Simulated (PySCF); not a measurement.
# Working out the ionisation energy of P⁺

P⁺ [Ne] 3s2 3p2 (3P) → P²⁺ [Ne] 3s2 3p1 (2P). All numbers are calculated (PySCF 2.14, no relativity, point nucleus, in aug-cc-pV(T+d)Z with one added diffuse shell each of s, p, d, f type (7s6p5d3f, 71 functions)). Frozen: [Ne]. Energies in hartree (1 hartree = 27.21139 eV):

```
             part   P⁺ (lower)  P²⁺ (upper)
              UHF  -340.352334  -339.648090
MP2 opposite-spin    -0.052334    -0.043370
    MP2 same-spin    -0.010619    -0.002941
```

**Question.** What does Hartree-Fock give?

**Answer.** (-339.648090) − (-340.352334) = 0.704244 hartree = 19.163 eV.

**Question.** What do MP2 and SCS-MP2 (6/5 opposite-spin, 1/3 same-spin) give?

**Answer.** The opposite-spin parts differ by 0.244 eV and the same-spin parts by 0.209 eV. MP2: 19.163 + (0.244) + (0.209) = 19.616 eV. SCS-MP2: 19.163 + 1.2 × (0.244) + (0.209)/3 = 19.525 eV.

A first-order spin-orbit estimate adds -0.007 eV to MP2 (valence), giving 19.609 eV against 19.769 eV (semi-empirical (NIST evaluation); NIST Atomic Spectra Database, ionization energies).

What remains against the reference includes basis incompleteness, the frozen core and correlation beyond second order.
